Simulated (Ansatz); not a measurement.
`C/N=C/N[SiH3]`, charge 0, multiplicity 1.

**Question.** Give a relaxed structure at PBE0-D4/def2-TZVP (Ansatz). (An estimate is asked.)

**Answer.** Ansatz gave: 
```xyz
13

C    -0.448   -1.233    1.840
N    -0.115   -0.320    0.785
C    -0.260   -0.696   -0.414
N     0.050    0.153   -1.438
Si    0.645    1.753   -1.069
H    -0.812   -2.206    1.477
H     0.426   -1.409    2.473
H    -1.221   -0.797    2.481
H    -0.631   -1.690   -0.701
H    -0.080   -0.185   -2.375
H     1.930    1.710   -0.331
H     0.866    2.364   -2.408
H    -0.350    2.556   -0.320
```
Point group Cs.
This is one stationary point; other conformers may exist.
